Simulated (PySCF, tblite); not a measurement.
Isomers of C2H8F3PSi2, one GFN2-xTB conformer each. Single-point energies are computed at PBE0/pcSseg-1 (PySCF, gas phase, no added dispersion term), electronic only.

Question: Rank them by PBE0/pcSseg-1 energy, lowest first (kJ/mol).
A. `[CH3:1][CH2:2][Si@H:3]([PH2:4])[Si:5]([F:6])([F:7])[F:8]` with C1–C2–Si3–P4 -48°, C2–Si3–P4–H -161° and -69°
B. `[F:1][C:2]([F:3])([F:4])[CH2:5][SiH2:6][PH:7][SiH3:8]` with C2–C5–Si6–P7 -176°, C5–Si6–P7–Si8 -83°
C. `[F:1][C:2]([F:3])([F:4])[SiH2:5][CH2:6][SiH2:7][PH2:8]` with C2–Si5–C6–Si7 -171°, Si5–C6–Si7–P8 -49°, C6–Si7–P8–H -75° and -168°
D. `[CH3:1][SiH2:2][Si@@H:3]([PH2:4])[C:5]([F:6])([F:7])[F:8]` with C1–Si2–Si3–P4 65°, Si2–Si3–P4–H -51° and 42°

Answer: A (0.0), B (455.1), D (487.4), C (489.9).

As drawn, the lowest has an Si–F bond and an Si–Si bond, which the highest lacks; the highest has two fluorines on one carbon, which the lowest lacks. Neighbours under 10 kJ/mol apart (C[SiH2][Si@@H](P)C(F)(F)F and FC(F)(F)[SiH2]C[SiH2]P) can change places with a better method, another conformer or zero-point energy. GFN2-xTB itself gives, in the same order: 0.0, 396.8, 495.7, 477.2. Both levels put the same isomer lowest; measured from each level's own lowest isomer, the values differ by up to 58.3 kJ/mol (FC(F)(F)C[SiH2]P[SiH3]: 396.8 against 455.1).

Which frontier levels, dipoles and rotational constants go with these structures?

```json
{"SMILES": "CC[Si@H](P)[Si](F)(F)F", "HOMO (eV, PBE0/pcSseg-1)": "-7.96", "LUMO (eV)": "-0.91", "dipole (D)": "3.07", "A, B, C (MHz)": "1598, 697.2, 566.9"}
{"SMILES": "FC(F)(F)C[SiH2]P[SiH3]", "HOMO (eV, PBE0/pcSseg-1)": "-7.58", "LUMO (eV)": "-0.19", "dipole (D)": "2.41", "A, B, C (MHz)": "2431, 478.9, 449.2"}
{"SMILES": "C[SiH2][Si@@H](P)C(F)(F)F", "HOMO (eV, PBE0/pcSseg-1)": "-7.76", "LUMO (eV)": "-0.94", "dipole (D)": "3.82", "A, B, C (MHz)": "1344, 821.8, 587.1"}
{"SMILES": "FC(F)(F)[SiH2]C[SiH2]P", "HOMO (eV, PBE0/pcSseg-1)": "-7.80", "LUMO (eV)": "-0.23", "dipole (D)": "3.21", "A, B, C (MHz)": "2541, 457.7, 428.4"}
```

What happens when harmonic zero-point energies from GFN2-xTB frequencies are added?

```tsv
SMILES	ZPE (kJ/mol)	electronic (kJ/mol)	with ZPE (kJ/mol)
CC[Si@H](P)[Si](F)(F)F	262.6	0.0	0.0
FC(F)(F)C[SiH2]P[SiH3]	238.5	455.1	431.0
C[SiH2][Si@@H](P)C(F)(F)F	240.6	487.4	465.5
FC(F)(F)[SiH2]C[SiH2]P	235.8	489.9	463.1
```

The zero-point energies span 26.8 kJ/mol. The lowest isomer stays, but the order above it changes.
